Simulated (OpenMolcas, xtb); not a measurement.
**A ladder of methods for AlNH4O2 (SMILES [NH2][Al]([OH])[OH])**

AlNH4O2 has 8 atoms, charge 0, and is taken as a singlet. As SMILES, `[NH2][Al]([OH])[OH]`. The coordinates come from a PBE0-D4/def2-TZVP relaxation. This is one conformer, not always the lowest.

Each level gives the vertical energy of the triplet above the singlet (eV). The values are calculated.

```
           level            kind     program  value (eV)  CPU time (all runs)
        GFN2-xTB  semi-empirical         xtb        5.59            under 2 s
        GFN0-xTB  semi-empirical         xtb        5.05            under 2 s
    HF/6-311+G**    Hartree–Fock  OpenMolcas        4.73                 55 s
 SVWN5/6-311+G**             LDA  OpenMolcas        5.15              2.9 min
revPBE/6-311+G**             GGA  OpenMolcas        5.02              4.3 min
  TPSS/6-311+G**        meta-GGA  OpenMolcas        5.11                7 min
 B3LYP/6-311+G**   global hybrid  OpenMolcas        5.30              2.7 min
```

The values span 4.73 to 5.59 eV. The xTB rows lack spin polarisation, so open shells miss the exchange term that lowers them. CPU times are rough (shared hosts, several kinds of processor): they show what a rung costs within a factor of a few.
